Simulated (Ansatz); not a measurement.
Stepwise reaction of `[NH2][Al]([F])[F]` with hydrogen chloride, as a gas-phase model of exchange steps in deposition or etching. ΔE in kJ/mol; ΔG adds harmonic PBE0-D4 terms to CCSD(T)/CBS, at 1 bar.

Gas-phase electronic energies from Ansatz, PBE0-D4/def2-TZVP geometries. CCSD(T)/CBS is the MP2 limit (def2-TZVPP, def2-QZVPP) plus CCSD(T) − MP2 in def2-TZVPP, frozen cores. This one scheme is used for every species. Functionals use def2-TZVPP. B3LYP here is the variant with VWN-RPA as its local correlation; programs differ in this. Each species was taken in one conformer, which may not be the lowest.

| step | reaction | PBE-D4 | B3LYP-D4 | ωB97M-V | CCSD(T)/CBS | ΔG(600 K) |
| --- | --- | --- | --- | --- | --- | --- |
| 1 | `[NH2][Al]([F])[F]` + HCl → `[NH2][Al]([F])[Cl]` + H–F | 17.1 | 23.0 | 20.1 | 19.0 | 21.1 |
| 2 | `[NH2][Al]([F])[Cl]` + HCl → `[NH2][Al]([Cl])[Cl]` + H–F | 17.1 | 23.2 | 20.4 | 18.5 | 27.6 |

Q: By hand: ΔE of the 2 steps together at CCSD(T)/CBS.

A: (19.0) + (18.5) = 37.5 kJ/mol, or 18.8 kJ/mol a step.

In ΔE the steps differ by no more than 0.5 kJ/mol. All are uphill at CCSD(T)/CBS. ΔG lies between 21.1 and 27.6 kJ/mol a step. PBE-D4 differs from CCSD(T)/CBS by -1.9 to -1.4 kJ/mol a step. Isolated molecules leave out the surface, adducts and barriers. Largest T1 diagnostic: 0.012.
